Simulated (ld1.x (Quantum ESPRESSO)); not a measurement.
# nitrogen (N) ultrasoft: all-electron and pseudo phase curves

nitrogen (N), ultrasoft, made with ld1.x (Quantum ESPRESSO) 7.5 (PBE, non-relativistic). Core [He], reference 2s2 2p1 (charge +2). Waves: 2s (bound): rc 0.35 bohr; 2s channel at 0.1 Ry: rc 0.35 bohr; 2p (bound): rcut 1.75, rcutus 2.00 bohr; 2p channel at -1.65 Ry: rcut 1.75, rcutus 2.00 bohr. Local part: all-electron potential smoothed inside 1.90 bohr (lloc = -1). Core correction: none. Augmentation charge: PSQ, inside the norm-conserving radii.

The phase is arctan(r·u′/u) with u = r·R(r), unwrapped; energies in Ry, scanned from -6 to 5 Ry. A pole is an energy at which the radial function vanishes at the test radius. The pseudo phase is shifted by a multiple of π to meet the all-electron one at the reference energy, and phase errors are pseudo minus all-electron; the curves can meet again beyond the range given. Levels narrower than the energy grid can be missing from the lists of poles.

Q: For each channel, where are the poles, and over which energies does the pseudopotential scatter like the atom?

A:

```json
{"channel": "s", "radius (bohr)": "2.19", "reference energy (Ry)": "-3.61", "poles, all-electron": "-3.29, 4.73", "poles, pseudo": "-3.29, 4.65", "unbroken range about the reference energy with phases within 0.05 rad": "the whole range", "phase error 1 Ry above the reference energy (rad)": "+0.000"}
{"channel": "p", "radius (bohr)": "2.19", "reference energy (Ry)": "-2.76", "poles, all-electron": "-2.44, 4.28", "poles, pseudo": "-2.44, 4.00", "unbroken range about the reference energy with phases within 0.05 rad": "the whole range", "phase error 1 Ry above the reference energy (rad)": "-0.000"}
```

Phases in the p channel:

| E (Ry) | all-electron | pseudo |
| --- | --- | --- |
| -6.00 | 1.341 | 1.341 |
| -5.48 | 1.322 | 1.322 |
| -4.96 | 1.297 | 1.296 |
| -4.44 | 1.259 | 1.259 |
| -3.92 | 1.192 | 1.192 |
| -3.40 | 1.009 | 1.009 |
| -2.88 | -0.681 | -0.681 |
| -2.36 | -1.616 | -1.616 |
| -1.84 | -1.771 | -1.771 |
| -1.32 | -1.872 | -1.872 |
| -0.80 | -1.987 | -1.988 |
| -0.28 | -2.174 | -2.177 |
| 0.24 | -2.570 | -2.587 |
| 0.76 | -3.388 | -3.436 |
| 1.28 | -4.063 | -4.101 |
| 1.80 | -4.356 | -4.382 |
| 2.32 | -4.499 | -4.520 |
| 2.84 | -4.583 | -4.602 |
| 3.36 | -4.641 | -4.659 |
| 3.88 | -4.684 | -4.703 |
| 4.40 | -4.721 | -4.741 |
| 4.92 | -4.753 | -4.776 |
